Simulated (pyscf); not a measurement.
Single points on ωB97X-D3(BJ)/def2-SVP structures (PySCF, gas phase).

Problem. For the elementary gas-phase step Cl–GeH(Cl)–Cl + germylene (GeH₂) [singlet] → Cl–GeH₂–GeH(Cl)–Cl (singlet surface; Cl–Ge broken, Cl–Ge, Ge–Ge formed), what barrier and reaction energy does ωB97M-D3(BJ)/def2-TZVP give, measured from the separated reactants?

Solution. ΔE‡ = -1.3 kcal/mol, ΔE = -44.0 kcal/mol. Zero-point energy shifts the barrier by +2.1 kcal/mol. It is an insertion, with an imaginary mode of 123i cm⁻¹. On the reactant side the descent ends in a bound adduct, 11.3 kcal/mol under the separated species and 2.8 kcal/mol under the saddle at ωB97X-D3(BJ)/def2-TZVP. At ωB97M-D3(BJ) the saddle lies under the separated reactants, which points to a path from their complex (located at ωB97X-D3(BJ) alone). At ωB97X-D3(BJ)/def2-TZVP the barrier from the zero used here is -8.4 kcal/mol. This is the saddle that the search found; another between the same sides may lie lower. Elements up to Kr have no core potential and no relativistic terms here.
